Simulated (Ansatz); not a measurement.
Isolated molecules relaxed with PBE0-D4/def2-TZVP in Ansatz; ΔE leaves out vibrations. CCSD(T)/CBS is the MP2 limit (def2-TZVPP, def2-QZVPP) plus CCSD(T) − MP2 in def2-TZVPP, frozen cores. Functionals use def2-TZVPP. B3LYP here is the variant with VWN-RPA as its local correlation; programs differ in this. Elements past krypton have def2 core potentials. For Br, In, Zr outer-core shells are correlated without core-valence functions, which leaves a few kJ/mol of doubt a bond. Scalar relativity is left out up to krypton. Each species was taken in one conformer, which may not be the lowest.

Consider the redistribution: `[F][Zr]([F])([Cl])[Cl]` + `[OH][In]([SH])[Br]` → `[F][Zr]([SH])([Cl])[Cl]` + `[OH][In]([F])[Br]`.

`[F][Zr]([F])([Cl])[Cl]`:

```xyz
5

F    -0.279    1.362    1.350
Zr   -0.027   -0.012    0.089
F    -0.419   -1.661    0.906
Cl   -1.464    0.320   -1.716
Cl    2.189   -0.009   -0.629
```

`[OH][In]([SH])[Br]`:

```xyz
6

O    -0.870   -0.766    1.195
In   -0.060   -0.008   -0.434
S     1.817    1.402   -0.258
Br   -1.087   -0.597   -2.586
H    -1.628   -1.323    0.999
H     1.828    1.292    1.083
```

`[F][Zr]([SH])([Cl])[Cl]`:

```xyz
6

F     0.045   -0.233   -1.913
Zr   -0.449   -0.154   -0.101
S     1.494    0.609    1.127
Cl   -1.079   -2.251    0.691
Cl   -2.198    1.349    0.225
H     2.186    0.681   -0.029
```

`[OH][In]([F])[Br]`:

```xyz
5

O    -0.168   -0.759   -1.367
In    0.110   -0.063    0.443
F     0.641   -1.361    1.767
Br   -0.153    2.254    1.140
H    -0.430   -0.071   -1.984
```

```json
{"level": "r2SCAN-D4", "ΔE (kcal/mol)": "30.9", "difference from CCSD(T)/CBS": "0.9"}
{"level": "PBE0-D4", "ΔE (kcal/mol)": "31.1", "difference from CCSD(T)/CBS": "1.1"}
{"level": "B3LYP-D4", "ΔE (kcal/mol)": "30.9", "difference from CCSD(T)/CBS": "0.9"}
{"level": "ωB97M-V", "ΔE (kcal/mol)": "31.9", "difference from CCSD(T)/CBS": "1.9"}
{"level": "B2PLYP", "ΔE (kcal/mol)": "30.8", "difference from CCSD(T)/CBS": "0.8"}
{"level": "PBE", "ΔE (kcal/mol)": "30.6", "difference from CCSD(T)/CBS": "0.6"}
{"level": "r2SCAN", "ΔE (kcal/mol)": "31.0", "difference from CCSD(T)/CBS": "1.0"}
{"level": "PBE0", "ΔE (kcal/mol)": "31.4", "difference from CCSD(T)/CBS": "1.4"}
{"level": "HF/def2-TZVPP", "ΔE (kcal/mol)": "32.6", "difference from CCSD(T)/CBS": "2.6"}
{"level": "MP2/def2-TZVPP", "ΔE (kcal/mol)": "30.5", "difference from CCSD(T)/CBS": "0.5"}
{"level": "CCSD/def2-TZVPP", "ΔE (kcal/mol)": "31.4", "difference from CCSD(T)/CBS": "1.4"}
{"level": "CCSD(T)/def2-TZVPP", "ΔE (kcal/mol)": "30.5", "difference from CCSD(T)/CBS": "0.5"}
{"level": "MP2/def2-QZVPP", "ΔE (kcal/mol)": "30.1", "difference from CCSD(T)/CBS": "0.1"}
{"level": "SCS-MP2/def2-QZVPP", "ΔE (kcal/mol)": "30.2", "difference from CCSD(T)/CBS": "0.2"}
{"level": "HF/CBS(def2)", "ΔE (kcal/mol)": "32.2", "difference from CCSD(T)/CBS": "2.2"}
{"level": "MP2/CBS(def2)", "ΔE (kcal/mol)": "30.0", "difference from CCSD(T)/CBS": "0.0"}
{"level": "CCSD(T)/CBS", "ΔE (kcal/mol)": "30.0", "difference from CCSD(T)/CBS": "0"}
```

Largest T1 diagnostic among the species: 0.017.

In def2-TZVPP, CCSD(T) changes the Hartree–Fock value by −2.1 kcal/mol (the triples alone add −0.8 kcal/mol) and MP2 by −2.1 kcal/mol. From PBE to PBE0 (25 % exact exchange), in def2-TZVPP and without D4, ΔE moves by +0.8 kcal/mol.
